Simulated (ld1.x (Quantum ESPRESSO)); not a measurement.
**strontium (Sr), TM semilocal: configuration errors across variants**

- Element: strontium
- Generator: ld1.x (Quantum ESPRESSO) 7.5
- Type: norm-conserving Troullier–Martins (semilocal form)
- Functional: revPBE
- Relativity: scalar-relativistic
- Frozen core: [Ar] 3d10
- Valence charge: 10
- Reference configuration: 4s2 4p6 4d0 5s0 5p0 (charge +2)
- Partial waves: 4p (bound): rc 2.00 bohr; 4d (bound, empty): rc 0.60 bohr; 4s (bound): rc 1.55 bohr
- Local potential: the s channel
- Core correction: Bessel-smoothed model core, default radius (core density twice the valence density)

All-electron excitation energies from the reference (eV): (1) 4s2 4p6 4d0 5s2 5p0 -16.721; (2) 4s2 4p6 4d0 5s1 5p0 -10.903; (3) 4s2 4p6 4d0 5s1.5 5p0 -14.407; (4) 4s2 4p6 4d0 5s0 5p1 -8.031; (5) 4s2 4p5 4d0 5s2 5p0 11.594; (6) 4s2 4p6 4d0 5s1 5p1 -14.466.

For the base: The 4d radius (0.60 bohr) lies inside the outermost node of the all-electron wave (0.65 bohr), which a nodeless pseudo-wave cannot match soundly.

A semilocal file is local in each channel, so a ghost entry of none says nothing of the separable form that plane-wave codes build from it.

Errors AE − PS in meV (a dash: test not solved or not reliable):

```tsv
change	(1)	(2)	(3)	(4)	(5)	(6)	bound ghosts
base	+120	+90	+110	+36	+279	+86	not determined
all radii but the core radius scaled by about 0.76 (s 1.18, p 1.52, d 0.46 bohr)	+49	+37	+45	+9.9	+112	+33	not determined
all radii but the core radius scaled by about 0.84 (s 1.30, p 1.70, d 0.50 bohr)	+49	+36	+45	+17	+111	+36	not determined
all radii but the core radius scaled by about 0.94 (s 1.46, p 1.90, d 0.56 bohr)	+86	+64	+78	+28	+198	+63	not determined
all radii but the core radius scaled by about 1.11 (s 1.72, p 2.22, d 0.66 bohr)	+244	+182	+223	+55	+568	+165	not determined
all radii but the core radius scaled by about 1.21 (s 1.88, p 2.42, d 0.72 bohr)	+477	+357	+437	+71	+1098	+304	none
all radii but the core radius scaled by about 1.36 (s 2.12, p 2.72, d 0.82 bohr)	+987	+736	+903	+70	+2194	+594	none
```

Problem. Give the same row for: all radii but the core radius scaled by about 1.27 (s 1.96, p 2.54, d 0.76 bohr).

Solution. +558, +417, +511, +75, +1278, +352; bound ghosts: none.
